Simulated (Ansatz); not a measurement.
Start from `[SiH3][SbH][Cl]` and change one atom or group to get `[Cl][SbH2]`.

Ansatz, PBE0-D4/def2-TZVP geometries, multiplicity 1. 

Elements past krypton have def2 core potentials.

```tsv
property	`[SiH3][SbH][Cl]`
HOMO–LUMO gap (ωB97M-V/def2-TZVPP) / eV	9.27
size of the dipole moment (PBE/def2-TZVPP) / D	2.20
HOMO–LUMO gap (PBE0/def2-TZVPP) / eV	5.46
HOMO–LUMO gap (PBE/def2-TZVPP) / eV	3.65
size of the dipole moment (ωB97M-V/def2-TZVPP) / D	2.43
LUMO energy (PBE/def2-TZVPP) / eV	-2.61
```

What does the change do to each property? (Estimate.)

Computed: 
```tsv
property	`[Cl][SbH2]`	shift
HOMO–LUMO gap (ωB97M-V/def2-TZVPP) / eV	9.91	0.64
size of the dipole moment (PBE/def2-TZVPP) / D	2.29	0.09
HOMO–LUMO gap (PBE0/def2-TZVPP) / eV	5.99	0.53
HOMO–LUMO gap (PBE/def2-TZVPP) / eV	4.08	0.43
size of the dipole moment (ωB97M-V/def2-TZVPP) / D	2.48	0.05
LUMO energy (PBE/def2-TZVPP) / eV	-2.49	0.12
```

With PBE0 the HOMO falls by 0.41 eV and the LUMO rises by 0.13 eV, so the gap widens by about 0.54 eV. PBE moves the HOMO by -0.31 eV and ωB97M-V by -0.53 eV. The zero-point energy changes by -47.6 kJ/mol with -9 modes. Dipoles are sizes alone; their direction can turn.

Spin–orbit coupling is left out; it splits and shifts lone-pair levels of the heavy atoms by tenths of an eV.
